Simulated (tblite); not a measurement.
Species: C4H14Ge2Si.
SMILES with atom numbers: `[CH2:1]=[CH:2][CH2:3][SiH2:4][CH2:5][GeH2:6][GeH3:7]` (hydrogens: H8, H9 on C1; H10 on C2; H11, H12 on C3; H13, H14 on Si4; H15, H16 on C5; H17, H18 on Ge6; H19, H20, H21 on Ge7)

Computed with GFN2-xTB (tblite), gas phase: L-BFGS steps from a force-field or distance-geometry start until the largest atomic force falls under 0.01 eV/Å.

Step 0: E = -577.5145 eV
```
atom  x, y, z in Å  |  force x, y, z in eV/Å
C1      3.3475    0.4951    0.4631   -1.051   0.482  -0.940
C2      2.3119    0.5705   -0.4041    1.592  -0.833   1.266
C3      1.4684   -0.6314   -0.6965   -0.115   0.475  -1.333
Si4     0.3467   -1.0447    0.7422    0.090  -0.845   0.869
C5     -0.6311    0.4419    1.3137    0.122   0.755   0.565
Ge6    -1.7058    1.1451   -0.1632   -0.329   0.155  -0.308
Ge7    -3.2016   -0.5317   -0.9719    0.067   0.141   0.108
H8      3.9550    1.3800    0.6568   -0.162  -0.502   0.042
H9      3.5780   -0.4308    0.9823    0.008   0.380  -0.183
H10     2.1150    1.5002   -0.9051   -0.215   0.088  -0.089
H11     0.8136   -0.4044   -1.5778    0.577  -0.280   0.481
H12     2.0909   -1.5065   -0.9489   -0.225   0.432   0.079
H13     1.1703   -1.5183    1.8821   -0.109   0.051  -0.129
H14    -0.5686   -2.1303    0.3575   -0.027  -0.040  -0.028
H15    -1.3030    0.1606    2.1428    0.363   0.190  -0.295
H16     0.0671    1.2309    1.6688   -0.480  -0.481  -0.047
H17    -2.5202    2.3605    0.3531    0.338  -0.145  -0.250
H18    -0.7755    1.6085   -1.3111   -0.303   0.107   0.399
H19    -4.0619   -1.0596    0.2148    0.251   0.059  -0.697
H20    -2.3793   -1.7003   -1.5714   -0.593   0.324   0.129
H21    -4.1262    0.0817   -2.0513    0.201  -0.511   0.364
```

Task: Estimate the geometry and energy of step 1. (The exact step hangs on the optimiser's Hessian estimate; all steps are aligned on step 0, rigid shifts and turns removed.)

Result: E = -577.6179 eV, largest force 1.544 eV/Å
```
atom  x, y, z in Å  |  force x, y, z in eV/Å
C1      3.3324    0.5020    0.4496    1.149  -0.093   1.027
C2      2.3346    0.5586   -0.3860   -0.984   0.053  -1.149
C3      1.4668   -0.6246   -0.7155    0.132   0.184  -0.038
Si4     0.3480   -1.0567    0.7546    0.097  -0.265   0.307
C5     -0.6294    0.4527    1.3218    0.013   0.132  -0.001
Ge6    -1.7105    1.1473   -0.1676   -0.176   0.073  -0.130
Ge7    -3.2007   -0.5297   -0.9704    0.071   0.133   0.082
H8      3.9527    1.3729    0.6574   -0.166  -0.371   0.013
H9      3.5781   -0.4254    0.9797   -0.038   0.513  -0.272
H10     2.1119    1.5015   -0.9064   -0.026  -0.448   0.249
H11     0.8219   -0.4084   -1.5709    0.235  -0.038  -0.061
H12     2.0877   -1.5003   -0.9478   -0.160   0.292  -0.020
H13     1.1687   -1.5176    1.8802    0.032  -0.042   0.054
H14    -0.5690   -2.1309    0.3571   -0.063  -0.091  -0.021
H15    -1.2978    0.1633    2.1386    0.191   0.164  -0.080
H16     0.0602    1.2241    1.6681   -0.147  -0.080   0.127
H17    -2.5154    2.3584    0.3495    0.280  -0.091  -0.237
H18    -0.7798    1.6100   -1.3054   -0.272   0.118   0.339
H19    -4.0584   -1.0587    0.2048    0.210   0.040  -0.621
H20    -2.3878   -1.6957   -1.5696   -0.543   0.287   0.111
H21    -4.1234    0.0744   -2.0461    0.166  -0.470   0.320
```

The energy changes by -0.1034 eV. The first-order estimate −F·Δx gives -0.2256 eV and the mean of the old and new forces, exact on a quadratic surface, -0.0997 eV. The step makes an angle of 0° with the force vector and moves no atom by more than 0.031 Å.

The cost below is that of the whole relaxation. On one thread of an Arm Neoverse N1, on a shared host, this took 2.7 s of wall time.
